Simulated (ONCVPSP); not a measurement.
# Pseudopotential generation for tungsten: ONCV, PBE, fully relativistic.

ONCVPSP 4.0.1 was run on this input:

```
# ATOM AND REFERENCE CONFIGURATION
# atsym  z   nc   nv     iexc    psfile
  W 74.00   10    4        4      upf
#
#   n    l    f
    1    0    2.00
    2    0    2.00
    2    1    6.00
    3    0    2.00
    3    1    6.00
    3    2   10.00
    4    0    2.00
    4    1    6.00
    4    2   10.00
    4    3   14.00
    5    0    2.00
    5    1    6.00
    5    2    5.00
    6    0    1.00
#
# PSEUDOPOTENTIAL AND OPTIMIZATION
# lmax
    2
#
#   l,   rc,      ep,       ncon, nbas, qcut
    0    1.90    0.00    5    9    6.80
    1    2.00    0.00    3    6    6.70
    2    2.30    0.00    4    9    6.90
#
# LOCAL POTENTIAL
# lloc, lpopt,  rc(5),   dvloc0
    4    5    1.55    0.00
#
# VANDERBILT-KLEINMAN-BYLANDER PROJECTORs
# l, nproj, debl
    0    2    3.90
    1    2    1.60
    2    1    2.90
#
# MODEL CORE CHARGE
# icmod, fcfact, rcfact
    2    0.35    0.85
#
# LOG DERIVATIVE ANALYSIS
# epsh1, epsh2, depsh
   -4.00    5.00    0.02
#
# OUTPUT GRID
# rlmax, drl
    6.00    0.01
#
# TEST CONFIGURATIONS
# ncnf
    4
# nvcnf
#   n    l    f
    4
    5    0    2.00
    5    1    6.00
    5    2    4.00
    6    0    2.00
#
    4
    5    0    2.00
    5    1    6.00
    5    2    4.00
    6    0    1.00
#
    4
    5    0    2.00
    5    1    6.00
    5    2    4.00
    6    0    0.00
#
    4
    5    0    2.00
    5    1    6.00
    5    2    5.00
    6    0    0.00
#
```

Command:

```bash
oncvpspr.x < W.dat > W.out
```

Output (shortened: citation, most of the input echo, consistency checks and plot data are left out):

```
ONCVPSP  (Optimized Norm-Conservinng Vanderbilt PSeudopotential)
relativistic version 4.0.1

#   n    l    f        energy (Ha)
    1    0    2.00    -2.5503321D+03
    2    0    2.00    -4.3981008D+02
    2    1    6.00    -3.7080997D+02    -4.2052795D+02
    3    0    2.00    -1.0122873D+02
    3    1    6.00    -8.1901114D+01    -9.2652067D+01
    3    2   10.00    -6.5144177D+01    -6.7481748D+01
    4    0    2.00    -2.0825695D+01
    4    1    6.00    -1.4778847D+01    -1.7270223D+01
    4    2   10.00    -8.4861539D+00    -8.9451542D+00
    4    3   14.00    -1.1085185D+00    -1.1907149D+00
    5    0    2.00    -2.8283951D+00
    5    1    6.00    -1.4220770D+00    -1.7798495D+00
    5    2    5.00    -1.1288729D-01    -1.3732447D-01
    6    0    1.00    -1.8942188D-01

Reference configufation results
  iterations    33
  all-electron total energy (Ha)   -1.61658173D+04

Begin loop to  construct optimized pseudo wave functions
and semi-local pseudopoentials for all angular momenta

Calculating optimized projector #   1

 for l=   0

    Fraction of norm inside rc  0.976788
    Optimizing pswf for qcut=   6.81 a_B^-1,  ecut=  23.19 Ha
    Residual kinetic energy error=  1.57D-05 Ha

    Energy error per electron        Cutoff
         Ha          eV             Ha
         0.01000     0.27211       13.22
         0.00100     0.02721       17.55
         0.00010     0.00272       20.61
         0.00001     0.00027       29.36

Calculating optimized projector #   2

 for l=   0

    Fraction of norm inside rc  0.088717
    Optimizing pswf for qcut=   6.81 a_B^-1,  ecut=  23.19 Ha
    Residual kinetic energy error=  1.14D-05 Ha

    Energy error per electron        Cutoff
         Ha          eV             Ha
         0.01000     0.27211        9.94
         0.00100     0.02721       16.07
         0.00010     0.00272       19.97
         0.00001     0.00027       23.94

   Wellstate for l =  1  n =  6 kap= -2
     eigenvalue =   0.1779
     asymptotic potential =   0.6779
     half-point radius =  4.2218

Calculating optimized projector #   1

 for l=   1

    Fraction of norm inside rc  0.926946
    Optimizing pswf for qcut=   6.70 a_B^-1,  ecut=  22.45 Ha
    Residual kinetic energy error=  5.31D-07 Ha

    Energy error per electron        Cutoff
         Ha          eV             Ha
         0.01000     0.27211        8.54
         0.00100     0.02721       10.90
         0.00010     0.00272       12.88
         0.00001     0.00027       14.47

Calculating optimized projector #   2

 for l=   1

    Fraction of norm inside rc  0.088596
    Optimizing pswf for qcut=   6.70 a_B^-1,  ecut=  22.45 Ha
    Residual kinetic energy error=  6.39D-07 Ha

    Energy error per electron        Cutoff
         Ha          eV             Ha
         0.01000     0.27211        7.01
         0.00100     0.02721        9.41
         0.00010     0.00272       11.56
         0.00001     0.00027       18.00

   Wellstate for l =  1  n =  6 kap=  1
     eigenvalue =  -0.1798

Calculating optimized projector #   1

 for l=   1

    Fraction of norm inside rc  0.958473
    Optimizing pswf for qcut=   6.70 a_B^-1,  ecut=  22.45 Ha
    Residual kinetic energy error=  1.17D-07 Ha

    Energy error per electron        Cutoff
         Ha          eV             Ha
         0.01000     0.27211       10.50
         0.00100     0.02721       13.45
         0.00010     0.00272       16.00
         0.00001     0.00027       18.12

Calculating optimized projector #   2

 for l=   1

    Fraction of norm inside rc  0.103368
    Optimizing pswf for qcut=   6.70 a_B^-1,  ecut=  22.45 Ha
    Residual kinetic energy error=  3.30D-07 Ha

    Energy error per electron        Cutoff
         Ha          eV             Ha
         0.01000     0.27211        8.44
         0.00100     0.02721       11.39
         0.00010     0.00272       13.78
         0.00001     0.00027       15.84

Calculating optimized projector #   1

 for l=   2

    Fraction of norm inside rc  0.621014
    Optimizing pswf for qcut=   6.89 a_B^-1,  ecut=  23.76 Ha
    Residual kinetic energy error=  3.60D-08 Ha

    Energy error per electron        Cutoff
         Ha          eV             Ha
         0.01000     0.27211       10.25
         0.00100     0.02721       13.68
         0.00010     0.00272       16.71
         0.00001     0.00027       19.09

Calculating optimized projector #   1

 for l=   2

    Fraction of norm inside rc  0.664151
    Optimizing pswf for qcut=   6.89 a_B^-1,  ecut=  23.76 Ha
    Residual kinetic energy error=  5.62D-08 Ha

    Energy error per electron        Cutoff
         Ha          eV             Ha
         0.01000     0.27211       10.73
         0.00100     0.02721       14.21
         0.00010     0.00272       17.19
         0.00001     0.00027       19.48

Construct Vanderbilt / Kleinmman-Bylander projectors

B matrix Hermiticity error, ll=  0  kap= -1
   1   2    3.3410D-04

  Orthonormal projector coefficients  8.1395E+00  1.0674E+00

B matrix Hermiticity error, ll=  1  kap= -2
   1   2    1.9034D-04

  Orthonormal projector coefficients  3.7306E+00  5.5743E-01

B matrix Hermiticity error, ll=  1  kap=  1
   1   2    2.4522D-04

  Orthonormal projector coefficients  3.0570E+00  3.5112E-01

 Orthonormal scalar projector coefficients, l =  1
  3.4893E+00  5.0104E-01  3.9572E-03  4.5424E-04

 Orthonormal spin-orbit projector coefficients, l =  1
  6.4073E-01 -1.2372E-01  7.1788E-02 -2.2089E-03

 Orthonormal scalar projector coefficients, l =  2
  1.2363E+00  2.4051E-03

 Orthonormal spin-orbit projector coefficients, l =  2
  4.4893E-02 -4.4157E-02

Model core correction analysis
  based on d2Exc/dn_idn_j

d2excae - all-electron derivatives

   -2.381273D-02   -2.008097D-02   -7.550929D-03   -1.296954D-03
   -2.008101D-02   -1.938549D-02   -9.951853D-03   -1.972827D-03
   -7.550960D-03   -9.951864D-03   -1.285168D-02   -1.067167D-02
   -1.296930D-03   -1.972704D-03   -1.067068D-02   -1.956955D-02

d2excps - pseudofunction derivatives with no core correction

   -4.710571D-02   -3.518022D-02   -1.164168D-02   -2.916530D-03
   -3.518174D-02   -3.159208D-02   -1.466863D-02   -3.227583D-03
   -1.164196D-02   -1.466870D-02   -1.799822D-02   -1.414001D-02
   -2.916930D-03   -3.227156D-03   -1.413773D-02   -2.552369D-02

rms 2nd derivative error    9.082724E-03

amplitude prefactor, scale prefactor
    5.5293    1.3084

d2excps - pseudofunction derivatives with core correction

   -2.764763D-02   -2.406465D-02   -9.721916D-03   -1.556546D-03
   -2.406464D-02   -2.392284D-02   -1.320763D-02   -2.546795D-03
   -9.721898D-03   -1.320761D-02   -1.767015D-02   -1.404193D-02
   -1.556404D-03   -2.546324D-03   -1.403964D-02   -2.540352D-02

rms 2nd derivative error    3.339289E-03

Pseudoatom total energy  -69.025929

Diagnostic tests using Vanderbilt-Kleinman-Bylander pseudopotentials
  relativistic with J = L +/- 1/2 projectors

   l  kap   rcore       rmatch      e in        delta e    norm test   slope test

   0  -1   1.9067855   1.9646796  -2.8283951   0.0000047   1.0001920   1.0001749
   0  -1   1.9067855   1.9646796  -0.1894219   0.0000023   1.0000338   1.0000249

   1  -2   2.0002565   2.0609886  -1.4220770   0.0000008   1.0001433   1.0001471
   1   1   2.0002565   2.0609886  -1.7798495   0.0000022   1.0001516   1.0001450
   1  -2   2.0002565   2.0609886   0.1779230   0.0000259   1.0002446   1.0002446
   1   1   2.0002565   2.0609886   0.1262252   0.0000344   1.0002303   1.0002303

   2  -3   2.3090706   2.3791790  -0.1128873  -0.0000013   0.9999989   1.0000108
   2   2   2.3090706   2.3791790  -0.1373245   0.0000011   1.0000016   0.9999934

Diagnostic tests using Vanderbilt-Kleinman-Bylander pseudopotentials
  relativistic with scalar and spin-orbit non-local projectors

   l  kap   rcore       rmatch      e in        delta e    norm test   slope test

   0  -1   1.9067855   1.9646796  -2.8283951   0.0000047   1.0001920   1.0001749
   0  -1   1.9067855   1.9646796  -0.1894219   0.0000023   1.0000338   1.0000249

   1  -2   2.0002565   2.0609886  -1.4220770  -0.0000907   1.0000999   1.0000576
   1   1   2.0002565   2.0609886  -1.7798495  -0.0000725   1.0000920   1.0000574
   1  -2   2.0002565   2.0609886   0.1779230   0.0000093   1.0002718   1.0002718
   1   1   2.0002565   2.0609886   0.1262252  -0.0000264   1.0002639   1.0002639

   2  -3   2.3090706   2.3791790  -0.1128873  -0.0000013   0.9999989   1.0000108
   2   2   2.3090706   2.3791790  -0.1373245   0.0000011   1.0000016   0.9999934

Ghost test for J = L + 1/2

 Testing for bound ghosts
   n   l    E NL Schr. Eq   E Basis Diag.   E Cutoff

   1   0       -2.828390       -2.828390     96.72
   2   0       -0.189420       -0.161312     96.72

   2   1       -1.422076       -1.422075     39.20

   3   2       -0.112889       -0.110686     64.61

 Testing for highly-localized positive-energy ghosts
       l    <radius>/rc     E Basis Diag.   E Cutoff

       0        0.932289        8.817001     96.72  WARNING - GHOST(+)

Ghost test for J = L - 1/2

 Testing for bound ghosts
   n   l    E NL Schr. Eq   E Basis Diag.   E Cutoff

   1   0       -2.828390       -2.828390     96.72
   2   0       -0.189420       -0.161312     96.72

   2   1       -1.779847       -1.779846     39.20

   3   2       -0.137323       -0.135825     64.61

 Testing for highly-localized positive-energy ghosts
       l    <radius>/rc     E Basis Diag.   E Cutoff

       0        0.932289        8.817001     96.72  WARNING - GHOST(+)

Test configuration 0

   n   l kap    f        eae           eps        diff
   1   0  -1  2.0000-2550.33209851
   2   0  -1  2.0000 -439.81007645
   2   1  -2  4.0000 -370.80997099
   2   1   1  2.0000 -420.52795491
   3   0  -1  2.0000 -101.22873294
   3   1  -2  4.0000  -81.90111364
   3   1   1  2.0000  -92.65206747
   3   2  -3  6.0000  -65.14417711
   3   2   2  4.0000  -67.48174786
   4   0  -1  2.0000  -20.82569453
   4   1  -2  4.0000  -14.77884740
   4   1   1  2.0000  -17.27022303
   4   2  -3  6.0000   -8.48615390
   4   2   2  4.0000   -8.94515420
   4   3  -4  8.0000   -1.10851851
   4   3   3  6.0000   -1.19071492
   5   0  -1  2.0000   -2.82839508   -2.82839038    4.71E-06
   5   1  -2  4.0000   -1.42207704   -1.42207628    7.64E-07
   5   1   1  2.0000   -1.77984949   -1.77984729    2.21E-06
   5   2  -3  3.0000   -0.11288729   -0.11288861   -1.33E-06
   5   2   2  2.0000   -0.13732447   -0.13732341    1.07E-06
   6   0  -1  1.0000   -0.18942188   -0.18941957    2.31E-06

    Total energies and differences
      AE_ref= -1.61658173E+04  AE_tst= -1.61658173E+04  dif=  0.00E+00
      PS_ref= -6.90259289E+01  PS_tst= -6.90259289E+01  dif= -4.26E-14
      PSP excitation error=  4.26E-14

Test configuration 1

   n   l kap    f        eae           eps        diff
   1   0  -1  2.0000-2550.40058595
   2   0  -1  2.0000 -439.88247701
   2   1  -2  4.0000 -370.88232281
   2   1   1  2.0000 -420.60005614
   3   0  -1  2.0000 -101.30038078
   3   1  -2  4.0000  -81.97274974
   3   1   1  2.0000  -92.72373448
   3   2  -3  6.0000  -65.21612375
   3   2   2  4.0000  -67.55372411
   4   0  -1  2.0000  -20.89733444
   4   1  -2  4.0000  -14.85066119
   4   1   1  2.0000  -17.34191142
   4   2  -3  6.0000   -8.55824513
   4   2   2  4.0000   -9.01718974
   4   3  -4  8.0000   -1.18052063
   4   3   3  6.0000   -1.26274063
   5   0  -1  2.0000   -2.89914848   -2.89800010    1.15E-03
   5   1  -2  4.0000   -1.48675416   -1.48674934    4.82E-06
   5   1   1  2.0000   -1.84759881   -1.84725692    3.42E-04
   5   2  -3  2.4000   -0.15439274   -0.15458903   -1.96E-04
   5   2   2  1.6000   -0.18115084   -0.18132179   -1.71E-04
   6   0  -1  2.0000   -0.21012278   -0.21002711    9.57E-05

    Total energies and differences
      AE_ref= -1.61658173E+04  AE_tst= -1.61658737E+04  dif= -5.64E-02
      PS_ref= -6.90259289E+01  PS_tst= -6.90821544E+01  dif= -5.62E-02
      PSP excitation error= -1.30E-04

Test configuration 2

   n   l kap    f        eae           eps        diff
   1   0  -1  2.0000-2550.67762703
   2   0  -1  2.0000 -440.15724670
   2   1  -2  4.0000 -371.15712075
   2   1   1  2.0000 -420.87500684
   3   0  -1  2.0000 -101.57528561
   3   1  -2  4.0000  -82.24765849
   3   1   1  2.0000  -92.99864163
   3   2  -3  6.0000  -65.49089778
   3   2   2  4.0000  -67.82848913
   4   0  -1  2.0000  -21.17232265
   4   1  -2  4.0000  -15.12559155
   4   1   1  2.0000  -17.61687971
   4   2  -3  6.0000   -8.83304822
   4   2   2  4.0000   -9.29201404
   4   3  -4  8.0000   -1.45525890
   4   3   3  6.0000   -1.53748002
   5   0  -1  2.0000   -3.17411888   -3.17396413    1.55E-04
   5   1  -2  4.0000   -1.76271931   -1.76292737   -2.08E-04
   5   1   1  2.0000   -2.12315492   -2.12327018   -1.15E-04
   5   2  -3  2.4000   -0.41968470   -0.41975593   -7.12E-05
   5   2   2  1.6000   -0.44827350   -0.44833572   -6.22E-05
   6   0  -1  1.0000   -0.44765479   -0.44751459    1.40E-04

    Total energies and differences
      AE_ref= -1.61658173E+04  AE_tst= -1.61655470E+04  dif=  2.70E-01
      PS_ref= -6.90259289E+01  PS_tst= -6.87556026E+01  dif=  2.70E-01
      PSP excitation error= -2.00E-05

Test configuration 3

   n   l kap    f        eae           eps        diff
   1   0  -1  2.0000-2550.99707219
   2   0  -1  2.0000 -440.47364408
   2   1  -2  4.0000 -371.47356378
   2   1   1  2.0000 -421.19166685
   3   0  -1  2.0000 -101.89147804
   3   1  -2  4.0000  -82.56385175
   3   1   1  2.0000  -93.31485720
   3   2  -3  6.0000  -65.80696881
   3   2   2  4.0000  -68.14455916
   4   0  -1  2.0000  -21.48856836
   4   1  -2  4.0000  -15.44177829
   4   1   1  2.0000  -17.93310366
   4   2  -3  6.0000   -9.14907694
   4   2   2  4.0000   -9.60806803
   4   3  -4  8.0000   -1.77104368
   4   3   3  6.0000   -1.85328132
   5   0  -1  2.0000   -3.48946696   -3.49087827   -1.41E-03
   5   1  -2  4.0000   -2.07769928   -2.07832455   -6.25E-04
   5   1   1  2.0000   -2.43845931   -2.43935804   -8.99E-04
   5   2  -3  2.4000   -0.71814821   -0.71793527    2.13E-04
   5   2   2  1.6000   -0.74884980   -0.74866074    1.89E-04
   6   0  -1  0.0000   -0.70845791   -0.70845791    0.00E+00

    Total energies and differences
      AE_ref= -1.61658173E+04  AE_tst= -1.61649707E+04  dif=  8.47E-01
      PS_ref= -6.90259289E+01  PS_tst= -6.81795410E+01  dif=  8.46E-01
      PSP excitation error=  2.18E-04

Test configuration 4

   n   l kap    f        eae           eps        diff
   1   0  -1  2.0000-2550.59074293
   2   0  -1  2.0000 -440.06598086
   2   1  -2  4.0000 -371.06590543
   2   1   1  2.0000 -420.78406728
   3   0  -1  2.0000 -101.48500619
   3   1  -2  4.0000  -82.15739400
   3   1   1  2.0000  -92.90833290
   3   2  -3  6.0000  -65.40026372
   3   2   2  4.0000  -67.73781770
   4   0  -1  2.0000  -21.08209985
   4   1  -2  4.0000  -15.03517305
   4   1   1  2.0000  -17.52660165
   4   2  -3  6.0000   -8.74231930
   4   2   2  4.0000   -9.20134683
   4   3  -4  8.0000   -1.36468793
   4   3   3  6.0000   -1.44687763
   5   0  -1  2.0000   -3.08522460   -3.08625522   -1.03E-03
   5   1  -2  4.0000   -1.68100626   -1.68114803   -1.42E-04
   5   1   1  2.0000   -2.03781898   -2.03823424   -4.15E-04
   5   2  -3  3.0000   -0.36274302   -0.36256532    1.78E-04
   5   2   2  2.0000   -0.38909305   -0.38893590    1.57E-04
   6   0  -1  0.0000   -0.41536552   -0.41536552    0.00E+00

    Total energies and differences
      AE_ref= -1.61658173E+04  AE_tst= -1.61655174E+04  dif=  3.00E-01
      PS_ref= -6.90259289E+01  PS_tst= -6.87259741E+01  dif=  3.00E-01
      PSP excitation error=  1.02E-05
```

The run took about 7.6 s on one core of a shared server CPU.
